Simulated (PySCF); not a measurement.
## Working out the excitation energy of Si²⁺

Si²⁺ [Ne] 3s2 (1S) → Si²⁺ [Ne] 3p2 (3P). Computed with PySCF 2.14 in aug-cc-pVDZ-DK (5s4p2d, 27 functions), with scalar relativity by spin-free X2C-1e. Frozen: [Ne]. Energies in hartree (1 hartree = 27.21139 eV):

```json
{"part": "UHF", "Si²⁺ (lower)": "-288.591215", "Si²⁺ (upper)": "-288.035583"}
{"part": "CCSD correlation", "Si²⁺ (lower)": "-0.043451", "Si²⁺ (upper)": "-0.008002"}
{"part": "(T)", "Si²⁺ (lower)": "0.000000", "Si²⁺ (upper)": "0.000000"}
```

**Question.** What does Hartree-Fock give?

**Answer.** (-288.035583) − (-288.591215) = 0.555632 hartree = 15.120 eV.

**Question.** What do CCSD and CCSD(T) give?

**Answer.** The CCSD correlation energies differ by 0.035449 hartree = 0.965 eV and the triples by 0.000000 hartree = 0.000 eV, so CCSD gives 16.085 eV and CCSD(T) 16.085 eV.

A double-zeta basis recovers only part of the correlation energy.
